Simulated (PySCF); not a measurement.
C3H9NSi2 (SMILES C[SiH2]C#C[SiH2]N), singlet, at a GFN2-xTB geometry. Base run: PBE0/6-31G, polarisability (PySCF).

The PySCF input:
```python
from pyscf import gto, scf, dft
from pyscf.prop import polarizability

mol = gto.Mole()
mol.atom = '''
    Si   -2.135263   -0.990852   -0.768845
    C    -3.310658    0.422745   -0.294521
    C    -0.438053   -0.565593   -0.166842
    C     0.666440   -0.268495    0.230160
    Si    2.360696    0.159977    0.841141
    N     2.705409    1.699445    0.144282
    H    -2.091610   -1.146524   -2.230462
    H    -2.560838   -2.245493   -0.132171
    H    -3.336472    0.568175    0.781947
    H    -4.325562    0.218216   -0.624840
    H    -2.999695    1.361744   -0.744249
    H     2.382387    0.365484    2.290923
    H     3.262780   -0.940289    0.452000
    H     2.516257    1.846491   -0.833923
    H     3.552456    2.176397    0.405870
'''
mol.basis = '6-31g'
mol.charge = 0
mol.spin = 0
mol.verbose = 4
mol.build()

mf = dft.RKS(mol)
mf.xc = 'pbe0'
mf.kernel()
alpha = mf.Polarizability().polarizability()[2, 2]
print('alpha_zz =', alpha)
```

The base run was repeated with changes; each row names its change, and settings that it needs were set with it.

```json
[
 {"change": "base", "alpha_zz (bohr³)": "65.57", "basis functions": "80", "core-seconds (rough)": "40"},
 {"change": "basis = 6-31G*", "alpha_zz (bohr³)": "65.72", "basis functions": "110", "core-seconds (rough)": "60"},
 {"change": "functional = camb3lyp", "alpha_zz (bohr³)": "64.83", "basis functions": "80", "core-seconds (rough)": "100"},
 {"change": "finite field (a.u.) = 0.001; conv_tol = 1e-6", "alpha_zz (bohr³)": "65.56", "basis functions": "80", "core-seconds (rough)": "30"},
 {"change": "finite field (a.u.) = 0.05; conv_tol = 1e-11", "alpha_zz (bohr³)": "66.07", "basis functions": "80", "core-seconds (rough)": "40"},
 {"change": "functional = hf", "alpha_zz (bohr³)": "63.24", "basis functions": "80", "core-seconds (rough)": "5"},
 {"change": "finite field (a.u.) = 0.005; conv_tol = 1e-11", "alpha_zz (bohr³)": "65.57", "basis functions": "80", "core-seconds (rough)": "40"},
 {"change": "basis = STO-3G", "alpha_zz (bohr³)": "33.92", "basis functions": "47", "core-seconds (rough)": "20"},
 {"change": "basis = def2-SVP", "alpha_zz (bohr³)": "71.15", "basis functions": "137", "core-seconds (rough)": "70"},
 {"change": "finite field (a.u.) = 0.02; conv_tol = 1e-11", "alpha_zz (bohr³)": "65.65", "basis functions": "80", "core-seconds (rough)": "40"},
 {"change": "functional = pbe", "alpha_zz (bohr³)": "66.95", "basis functions": "80", "core-seconds (rough)": "40"},
 {"change": "finite field (a.u.) = 2e-4; conv_tol = 1e-11", "alpha_zz (bohr³)": "65.57", "basis functions": "80", "core-seconds (rough)": "30"}
]
```

Finite-field rows take the second difference of the energy in a field along z; a small field with loose convergence shows SCF noise divided by the square of the field, and a large one adds hyperpolarisability.
